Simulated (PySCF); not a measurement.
PySCF was given this input:
```python
from pyscf import gto, scf, mp

mol = gto.M(
    atom='''
O    -0.00000000   -0.00000000   -0.88835384
Si    0.00000000    0.00000000    0.64027396
H    -0.00000000   -0.00000000   -1.85700467
''',
    basis='aug-cc-pvdz',
    charge=1,
    verbose=4,
)

mf = scf.RHF(mol)
mf.kernel()

pt = mp.MP2(mf)
pt.kernel()
print('E(MP2) = %.10f' % pt.e_tot)
```

Q: Estimate the total energy that MP2/aug-cc-pVDZ run with PySCF returns for this input.

A: -364.404586 Ha

Q: Estimate the number of basis functions that MP2/aug-cc-pVDZ returns for this input.

A: 59

Q: What is the computed SCF-reference HOMO-LUMO gap (MP2/aug-cc-pVDZ)?

A: 14.08 eV
